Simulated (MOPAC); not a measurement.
MOPAC input (AM1):

```
AM1 1SCF GEO-OK AUX(PRECISION=9) THREADS=1
SSn

Sn   -0.00000000 1   -0.00000000 1   -0.53882161 1
S     0.00000000 1    0.00000000 1    1.68381755 1
```

Output:

```
 *******************************************************************************
 **                                                                           **
 **                              MOPAC v23.2.5                                **
 **                                                                           **
 *******************************************************************************
 ** MOPAC's Digital Object Identifier: https://doi.org/10.5281/zenodo.6511958 **
 **                                                                           **
 ** Please cite the open-source release paper for use of this MOPAC version:  **
 ** J. E. Moussa and J. J. P. Stewart (2026)                                  **
 ** MOPAC: An open-source semiempirical molecular orbital program             **
 ** J. Open Source Softw., 11(119), 8025, https://doi.org/10.21105/joss.08025 **
 *******************************************************************************

                              AM1 CALCULATION RESULTS

 *******************************************************************************
 *  AM1        - The AM1 Hamiltonian to be used
 *  GEO-OK     - OVERRIDE INTERATOMIC DISTANCE AND OTHER SAFETY CHECKS
 *  1SCF       - DO 1 SCF AND THEN STOP
 *  AUX        - OUTPUT AUXILIARY INFORMATION
 *******************************************************************************
AM1 1SCF GEO-OK AUX(PRECISION=9) THREADS=1
 SSn

   ATOM   CHEMICAL          X               Y               Z
  NUMBER   SYMBOL      (ANGSTROMS)     (ANGSTROMS)     (ANGSTROMS)

     1      Sn         -0.00000000  *  -0.00000000  *  -0.53882161  *
     2       S          0.00000000  *   0.00000000  *   1.68381755  *

          CARTESIAN COORDINATES

    NO.       ATOM           X           Y           Z

     1        Sn         -0.0000     -0.0000     -0.5388
     2         S          0.0000      0.0000      1.6838

  S: (AM1): M.J.S. DEWAR, Y-C YUAN, INORGANIC CHEMISTRY, 29, 3881:3890,  (1990)
 Sn: (AM1): J. J. P. STEWART, J. MOL. MOD., 10, 155-164 (2004)

           Empirical Formula: Sn S  =     2 atoms

      MOLECULAR POINT GROUP   :   C*v

      RHF CALCULATION, NO. OF DOUBLY OCCUPIED LEVELS = 5

 -------------------------------------------------------------------------------
 AM1 1SCF GEO-OK AUX(PRECISION=9) THREADS=1
 SSn

     1SCF WAS SPECIFIED, SO BFGS WAS NOT USED
     SCF FIELD WAS ACHIEVED

                              AM1 CALCULATION
                                                       MOPAC v23.2.5 Linux

          FINAL HEAT OF FORMATION =         34.24466 KCAL/MOL =     143.27966 KJ/MOL

          COSMO AREA              =        102.93 SQUARE ANGSTROMS
          COSMO VOLUME            =         92.75 CUBIC ANGSTROMS

          IONIZATION POTENTIAL    =          9.556530 EV
          HOMO LUMO ENERGIES (EV) =         -9.557 -1.586
          NO. OF FILLED LEVELS    =          5
          MOLECULAR WEIGHT        =        150.7500         POINT GROUP:  C*v

          MOLECULAR DIMENSIONS (Angstroms)

            Atom       Atom       Distance
            S     2   Sn     1     2.22264
            S     2   Sn     1     0.00000
           Sn     1    S     2     0.00000

          SCF CALCULATIONS        =          1

   ATOM   CHEMICAL          X               Y               Z
  NUMBER   SYMBOL      (ANGSTROMS)     (ANGSTROMS)     (ANGSTROMS)

     1      Sn         -0.00000000  *  -0.00000000  *  -0.53882161  *
     2       S          0.00000000  *   0.00000000  *   1.68381755  *

                             CARTESIAN COORDINATES

   1   Sn       -0.000000000    -0.000000000    -0.538821610
   2    S        0.000000000     0.000000000     1.683817550

           Empirical Formula: Sn S  =     2 atoms

      MOLECULAR POINT GROUP   :   C*v

                  EIGENVALUES
 -18.66447 -13.52385  -9.80951  -9.80951  -9.55653  -1.58583  -1.58583  -1.35893

              NET ATOMIC CHARGES AND DIPOLE CONTRIBUTIONS

  ATOM NO.   TYPE          CHARGE      No. of ELECS.   s-Pop       p-Pop
    1         Sn           0.531071        3.4689     1.97872     1.49021
    2          S          -0.531071        6.5311     1.95258     4.57849
 DIPOLE           X         Y         Z       TOTAL
 POINT-CHG.     0.000     0.000    -5.670     5.670
 HYBRID        -0.000    -0.000     0.982     0.982
 SUM           -0.000    -0.000    -4.688     4.688

          ATOMIC ORBITAL ELECTRON POPULATIONS

     Atom    s        px        py        pz
    1 Sn   1.97872   0.42144   0.42144   0.64733
    2  S   1.95258   1.57856   1.57856   1.42137

 **********************
 *                    *
 * JOB ENDED NORMALLY *
 *                    *
 **********************

 == MOPAC DONE ==
```

The geometry given is a B3LYP-D3(BJ)/def2-TZVP minimum.
